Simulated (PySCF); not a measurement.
## Vertical excitation energies

Species: C6H7ClN (charge +1).
Geometry (PBE0-D3(BJ)/def2-SVP, Å), atoms numbered from 1 in this order:
```
atom  x, y, z in Å
C1     2.6357   -0.3490   -0.3324
N2     1.1665   -0.3871   -0.2912
C3     0.5444   -1.5821   -0.2378
C4    -0.8355   -1.6512   -0.1693
C5    -1.5850   -0.4786   -0.1566
C6    -0.9191    0.7493   -0.2131
Cl7   -1.7665    2.2249   -0.2035
C8     0.4708    0.7638   -0.2805
H9     2.9952   -1.0585   -1.0876
H10    3.0335   -0.6194    0.6554
H11    2.9654    0.6610   -0.5975
H12    1.1828   -2.4669   -0.2511
H13   -1.3201   -2.6281   -0.1280
H14   -2.6758   -0.5044   -0.1049
H15    1.0351    1.6963   -0.3263
```

Level of theory: TDDFT PBE0/def2-SVPD, vertical, gas phase, core orbitals frozen in the response (PySCF).

```
state  E (eV)  λ (nm)       f  main configurations (H = HOMO, L = LUMO)
   S1    4.68   264.8   0.062                                 H→L (92%)
   S2    5.40   229.7  0.0003                              H-1→L (100%)
   S3    5.57   222.5   0.058                  H→L+1 (68%), H-2→L (28%)
   S4    6.17   201.1  0.0001                             H-1→L+1 (99%)
   S5    6.32   196.1   0.360                  H-2→L (57%), H→L+1 (26%)
   S6    6.84   181.2   0.161    H-2→L+1 (50%), H-3→L (38%), H-2→L (8%)
   S7    7.19   172.5  0.0001                   H→L+2 (89%), H→L+3 (8%)
   S8    7.39   167.9  0.0090                               H-4→L (97%)
   S9    7.45   166.4   0.383                H-3→L (52%), H-2→L+1 (37%)
  S10    7.64   162.3  0.0003                               H-5→L (96%)
```

Triplets (Tamm–Dancoff): T1 3.49 eV, H→L (95%); T2 4.06 eV, H→L+1 (60%), H-2→L (27%); T3 4.46 eV, H-2→L (68%), H→L+1 (28%); T4 5.32 eV, H-1→L (99%).

The lowest singlet lies at 4.68 eV (265 nm, ultraviolet) and is of moderate strength; its leading configuration is HOMO→LUMO (92%). The strongest level in the table is S9 at 7.45 eV (166 nm, f = 0.383). Löwdin shares by element: HOMO chlorine 41%, carbon 40% or more (atoms not listed hold the other 19%); LUMO carbon 51% or more, nitrogen 21% (atoms not listed hold the other 28%). The oscillator strengths of these states sum to 1.033; summed over the whole spectrum of an exact calculation they would give the number of electrons, 66 (Thomas–Reiche–Kuhn). The listed states span 2.96 eV, and the widest gap between neighbours is 0.72 eV (S1 to S2). Weighted by f, the mean energy of these states is 6.69 eV. The vertical ionisation energy (ΔSCF) is 14.33 eV, 6.69 eV above S10. The window holds the lowest 10 singlets.
